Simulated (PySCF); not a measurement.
C2H3ClFGa. Atoms are numbered in the order given.

```xyz
8

Ga    -0.1395    -0.2804     0.2405
F     -0.6275    -1.0991     1.7062
Cl     0.5731     1.7086     0.5511
C     -0.2092    -1.0566    -1.5167
C      0.2129    -0.3340    -2.5628
H     -0.5836    -2.0744    -1.6736
H      0.1974    -0.7294    -3.5862
H      0.5940     0.6874    -2.4422
```

Coordinates come from a ωB97X-D3(BJ)/def2-SVP optimisation. The structure was generated by enumeration; whether it is a known compound was not checked. One conformer was computed; it need not be the lowest.

Level of theory: PySCF with PBE/def2-TZVP.

ESP charges are fitted to the potential on shells at 1.4 to 2.0 van der Waals radii. Atomic charges (e):

```csv
atom,IAO,ESP fit,Löwdin
Ga1,0.97,0.74,-0.04
F2,___,-0.38,-0.09
Cl3,-0.29,-0.25,0.21
C4,-0.43,-0.28,-0.32
C5,___,-0.32,-0.17
H6,___,0.16,0.15
H7,0.16,0.19,0.13
H8,0.16,0.14,0.13
```

Task: Complete the blanks. (The exact figures need the calculation; the answer reports its results.)

Result: 
- F2, IAO: -0.50
- C5, IAO: -0.24
- H6, IAO: 0.17
